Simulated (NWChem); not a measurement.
System: SiH$_{4}$O$_{3}$; SMILES O[SiH](O)O

Input file for NWChem:

```
start job
memory heap 200 mb stack 900 mb global 1100 mb
geometry units angstroms
  Si    -0.081560     0.320663    -0.083261
  O     -1.212535    -0.707121    -0.629405
  O      0.023770     0.168244     1.528902
  O      1.347238    -0.083572    -0.737819
  H     -0.429818     1.689727    -0.438506
  H     -1.184710    -0.982245    -1.539937
  H     -0.773938     0.050711     2.034256
  H      2.147950     0.187996    -0.301189
end
basis spherical
  Si library 6-31g*
  O library 6-31g*
  H library 6-31g*
end
dft
  xc xpbe96 cpbe96
  iterations 150
end
driver
  maxiter 150
  linopt 0
end
task dft optimize
```

Parts of the log:

```
             Northwest Computational Chemistry Package (NWChem) 7.3.0
             --------------------------------------------------------

 C3  symmetry detected

                             Geometry "geometry" -> ""
                             -------------------------

 Output coordinates in angstroms (scale by  1.889725989 to convert to a.u.)

  No.       Tag          Charge          X              Y              Z
 ---- ---------------- ---------- -------------- -------------- --------------
    1 Si                  14.0000     0.00000000     0.00000000     0.32965118
    2 O                    8.0000    -1.49386682     0.29330836    -0.23231720
    3 O                    8.0000     0.49292092    -1.44038079    -0.23231720
    4 O                    8.0000     1.00094590     1.14707243    -0.23231720
    5 H                    1.0000     0.00000000    -0.00000000     1.78629755
    6 H                    1.0000    -1.80224068     1.19252801    -0.27526705
    7 H                    1.0000    -0.13163922    -2.15705021    -0.27526705
    8 H                    1.0000     1.93387989     0.96452220    -0.27526705

 Effective nuclear repulsion energy (a.u.)     190.5777226009

      Symmetry information
      --------------------

 Group name             C3
 Group number              5
 Group order               3
 No. of unique centers     4

                                Z-matrix (autoz)
                                --------

 Units are Angstrom for bonds and degrees for angles

      Type          Name      I     J     K     L     M      Value
      ----------- --------  ----- ----- ----- ----- ----- ----------
    1 Stretch                  1     2                       1.62280
    2 Stretch                  1     3                       1.62280
    3 Stretch                  1     4                       1.62280
    4 Stretch                  1     5                       1.45665
    5 Stretch                  2     6                       0.95160
    6 Stretch                  3     7                       0.95160
    7 Stretch                  4     8                       0.95160
    8 Bend                     1     2     6               118.99524
    9 Bend                     1     3     7               118.99524
   10 Bend                     1     4     8               118.99524
   11 Bend                     2     1     3               108.67011
   12 Bend                     2     1     4               108.67011
   13 Bend                     2     1     5               110.26091
   14 Bend                     3     1     4               108.67011
   15 Bend                     3     1     5               110.26091
   16 Bend                     4     1     5               110.26091
   17 Torsion                  2     1     3     7         -39.55738
   18 Torsion                  2     1     4     8        -157.64657
   19 Torsion                  3     1     2     6        -157.64657
   20 Torsion                  3     1     4     8         -39.55738
   21 Torsion                  4     1     2     6         -39.55738
   22 Torsion                  4     1     3     7        -157.64657
   23 Torsion                  5     1     2     6          81.39802
   24 Torsion                  5     1     3     7          81.39802
   25 Torsion                  5     1     4     8          81.39802

  pbe96 is a nonlocal functional; adding pw91lda local functional.

                           NWChem Geometry Optimization
                           ----------------------------

 maximum gradient threshold         (gmax) =   0.000450
 rms gradient threshold             (grms) =   0.000300
 maximum cartesian step threshold   (xmax) =   0.001800
 rms cartesian step threshold       (xrms) =   0.001200
 fixed trust radius                (trust) =   0.300000
 source of zmatrix                         =   autoz

          -------------------
          Energy Minimization
          -------------------

 Using diagonal initial Hessian
 Scaling for Hessian diagonals: bonds = 1.00  angles = 0.25  torsions = 0.10

          --------
          Step   0

                                 NWChem DFT Module
                                 -----------------

 Summary of "ao basis" -> "ao basis" (spherical)
 ------------------------------------------------------------------------------
       Tag                 Description            Shells   Functions and Types
 ---------------- ------------------------------  ------  ---------------------
 Si                          6-31g*                  8       18   4s3p1d
 O                           6-31g*                  6       14   3s2p1d
 H                           6-31g*                  2        2   2s

      Symmetry analysis of basis
      --------------------------

        a          26
        e+         21
        e-         21

  Rotation of axis

            General Information
            -------------------
          SCF calculation type: DFT
          Wavefunction type:  closed shell.
          No. of atoms     :     8
          No. of electrons :    42
           Alpha electrons :    21
            Beta electrons :    21
          Charge           :     0
          Spin multiplicity:     1
          Use of symmetry is: on ; symmetry adaption is: on
          Maximum number of iterations: 150
          AO basis - number of functions:    68
                     number of shells:    34
          Convergence on energy requested:  1.00D-06
          Convergence on density requested:  1.00D-05
          Convergence on gradient requested:  5.00D-04

[...]

      ----------------------
      Optimization converged
      ----------------------

  Step       Energy      Delta E   Gmax     Grms     Xrms     Xmax
  ---- ---------------- -------- -------- -------- -------- --------
@   45    -517.26921084 -2.7D-08  0.00000  0.00000  0.00011  0.00021
                                     ok       ok       ok       ok

                                Z-matrix (autoz)
                                --------

 Units are Angstrom for bonds and degrees for angles

      Type          Name      I     J     K     L     M      Value     Gradient
      ----------- --------  ----- ----- ----- ----- ----- ---------- ----------
    1 Stretch                  1     2                       1.67194    0.00000
    2 Stretch                  1     3                       1.67194    0.00000
    3 Stretch                  1     4                       1.67194    0.00000
    4 Stretch                  1     5                       1.48667    0.00000
    5 Stretch                  2     6                       0.97655    0.00000
    6 Stretch                  3     7                       0.97655    0.00000
    7 Stretch                  4     8                       0.97655    0.00000
    8 Bend                     1     2     6               112.18658    0.00000
    9 Bend                     1     3     7               112.18658    0.00000
   10 Bend                     1     4     8               112.18658    0.00000
   11 Bend                     2     1     3               109.56028    0.00000
   12 Bend                     2     1     4               109.56028    0.00000
   13 Bend                     2     1     5               109.38201   -0.00000
   14 Bend                     3     1     4               109.56028    0.00000
   15 Bend                     3     1     5               109.38201   -0.00000
   16 Bend                     4     1     5               109.38201   -0.00000
   17 Torsion                  2     1     3     7           3.96706    0.00000
   18 Torsion                  2     1     4     8        -116.25175   -0.00000
   19 Torsion                  3     1     2     6        -116.25175   -0.00000
   20 Torsion                  3     1     4     8           3.96706    0.00000
   21 Torsion                  4     1     2     6           3.96706    0.00000
   22 Torsion                  4     1     3     7        -116.25175   -0.00000
   23 Torsion                  5     1     2     6         123.85765    0.00000
   24 Torsion                  5     1     3     7         123.85765    0.00000
   25 Torsion                  5     1     4     8         123.85765    0.00000

                         Geometry "geometry" -> "geometry"
                         ---------------------------------

 Output coordinates in angstroms (scale by  1.889725989 to convert to a.u.)

  No.       Tag          Charge          X              Y              Z
 ---- ---------------- ---------- -------------- -------------- --------------
    1 Si                  14.0000     0.00000000     0.00000000     0.52856548
    2 O                    8.0000    -1.55068297     0.28794163    -0.02629429
    3 O                    8.0000     0.52597672    -1.48690166    -0.02629429
    4 O                    8.0000     1.02470625     1.19896003    -0.02629429
    5 H                    1.0000    -0.00000000     0.00000000     2.01523204
    6 H                    1.0000    -1.59123712     1.05921249    -0.62390623
    7 H                    1.0000    -0.12168636    -1.90765802    -0.62390623
    8 H                    1.0000     1.71292349     0.84844553    -0.62390623

 Effective nuclear repulsion energy (a.u.)     185.8745296033

      Symmetry information
      --------------------

 Group name             C3
 Group number              5
 Group order               3
 No. of unique centers     4

                Final and change from initial internal coordinates
                --------------------------------------------------

                                Z-matrix (autoz)
                                --------

 Units are Angstrom for bonds and degrees for angles

[...]
```

Level: PBE/6-31G* (spherical d).
